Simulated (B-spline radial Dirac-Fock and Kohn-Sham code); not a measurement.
# F 2s: cross section and angular parameters

System: neutral fluorine, configuration [He] 2s2 2p5; threshold 34.84 eV (orbital energy of the model). Level of theory: Dirac-Hartree-Slater photoionisation with a Latter tail; cross sections with all multipoles, angular parameters from the dipole term and its interference with E2; an atomic code on a B-spline grid.

For linearly polarised light dσ/dΩ = σ/(4π) [1 + β P₂(cos θ) + (δ + γ cos²θ) sin θ cos φ], with θ from the polarisation vector and φ the angle between the beam and the projection of the electron momentum on the plane normal to the polarisation.

```csv
hν (eV),σ (kb),β,γ
60,699,2.000,0.125
77.7,660,2.000,0.054
88.3,612,2.000,0.022
103,539,2.000,-0.008
107,519,2.000,-0.014
123,444,2.000,-0.028
132,406,2.000,-0.032
214,195,2.000,-0.008
349,79.3,2.000,0.087
600,25.3,2.000,0.246
650,21.1,2.000,0.275
800,13.1,2.000,0.356
1253.6,4.36,2.000,0.562
2010,1.28,2.000,0.822
2560,0.668,2.000,0.977
2720,0.566,2.000,1.019
2984.4,0.438,2.000,1.085
3290,0.333,2.000,1.158
3610,0.257,2.000,1.230
3820,0.219,2.000,1.276
4000,0.192,2.000,1.314
5280,0.0857,2.000,1.559
5710,0.0681,2.000,1.633
6080,0.0566,2.000,1.694
7820,0.0266,2.000,1.959
9251.7,0.0160,2.000,2.152
12500,0.00634,2.000,2.538
13700,?,?,?
15000,0.00359,1.999,2.799
```

**Question.** Give the values at 13700 eV.

**Answer.** σ = 0.00477 kb, β = 2.000, γ = 2.667. For an s subshell δ is negligible.

Values without a named source are computed, but for edge energies of neutral atoms, which are taken from tables.
